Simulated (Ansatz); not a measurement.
Compare A (`FC1[O][GeH2][SiH2]1`) with its isomer B (`O=[C]([SiH3])[GeH2][F]`).

Program: Ansatz. Geometries: PBE0-D4/def2-TZVP. ΔE: electronic, gas phase. CBS: MP2 limit from def2 TZ/QZ plus the TZ coupled-cluster correction, frozen cores. DFT in def2-TZVPP. B3LYP here is the variant with VWN-RPA as its local correlation; programs differ in this. For Ge outer-core shells are correlated without core-valence functions, which leaves a few kJ/mol of doubt a bond. Scalar relativity is left out up to krypton. One conformer a species, not always the lowest.

**Question.** Which isomer does CCSD(T)/CBS put lower? Give the gap. (Estimate.)

**Answer.** Computed: B, by 31.0 kJ/mol.

**Question.** Give E(B) − E(A) in kJ/mol with CCSD/def2-TZVPP, CCSD(T)/def2-TZVPP, r2SCAN-D4, B3LYP, HF/def2-TZVPP, PBE0-D4, MP2/def2-TZVPP. (An estimate is asked.)

**Answer.** Computed: CCSD/def2-TZVPP -37.2, CCSD(T)/def2-TZVPP -35.7, r2SCAN-D4 -26.4, B3LYP -45.1, HF/def2-TZVPP -60.9, PBE0-D4 -14.8, MP2/def2-TZVPP -34.2. None reverses the order clearly.

Largest T1 diagnostic: 0.014.

From PBE to PBE0 (25 % exact exchange), in def2-TZVPP and without D4, E(B) − E(A) moves by +8.0 kJ/mol. In def2-TZVPP, CCSD(T) changes the Hartree–Fock value by +25.2 kJ/mol (the triples alone add +1.5 kJ/mol) and MP2 by +26.7 kJ/mol.
